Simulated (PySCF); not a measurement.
A PySCF script (with the pyscf-properties extension) for the spin–spin couplings of `InChI=1S/H2O.3O.V/h1H2;;;;/q;;2*-1;+1/p-1`, on a PBE0-D3(BJ)/def2-SVP geometry:

```python
import basis_set_exchange as bse
import numpy as np
from pyscf import gto, dft
from pyscf.data import nist
from pyscf.prop import ssc

atoms = """
O    -0.973554   -0.220294    1.609852
V    -0.429787   -0.098485    0.054737
O    -0.482853    1.464066   -0.497768
O    -1.233314   -1.135741   -0.949289
O     1.477371   -0.488189    0.000743
H     1.711508    0.386613   -0.330714
"""
names = {"O": "pcJ-1", "V": "pcSseg-1", "H": "pcJ-1"}
basis = {el: gto.basis.parse(bse.get_basis(n, elements=[el], fmt="nwchem")) for el, n in names.items()}
mol = gto.M(atom=atoms, basis=basis, charge=-2, verbose=0)
mf = dft.RKS(mol, xc="B3LYP")
mf.grids.level = 2
mf.grids.alignment = dft.numint.BLKSIZE   # the property module wants whole blocks of grid points
mf.conv_tol = 1e-9
mf.kernel()

sc = ssc.RKS(mf)
sc.with_fcsd = True   # Fermi contact and spin-dipole together
sc.max_cycle_cphf = 60
g = {"H": 5.58569468, "O": -0.757516}   # nuclear g factors of 1H, 17O
sc.nuc_pair = [(i, j) for i in range(mol.natm) for j in range(i + 1, mol.natm)
               if mol.atom_pure_symbol(i) in g and mol.atom_pure_symbol(j) in g]
K = sc.kernel()
unit = nist.HARTREE2J / nist.PLANCK * (0.5 * nist.E_MASS / nist.PROTON_MASS) ** 2
for (i, j), k in zip(sc.nuc_pair, K):
    a, b = mol.atom_pure_symbol(i), mol.atom_pure_symbol(j)
    J = unit * g[a] * g[b] * np.trace(k) / 3
    if abs(J) >= 1:
        print("%s%d %s%d %8.1f Hz" % (a, i, b, j, J))
```

Q: Give the expected output.

A: 
```
O0 O2      3.0 Hz
O0 O3      2.9 Hz
O0 O4      2.8 Hz
O2 O3      2.9 Hz
O3 O4      2.8 Hz
O4 H5    -55.9 Hz
```

These numbers come from an equivalent density-fitted implementation of the same equations, which agrees with the script to about 0.1 Hz, so last digits may differ.

Size and cost of the density-fitted run: 163 basis functions, 24 s wall time on 1 thread of an Intel Xeon Platinum 8259CL, shared host; peak memory 0.78 GiB.
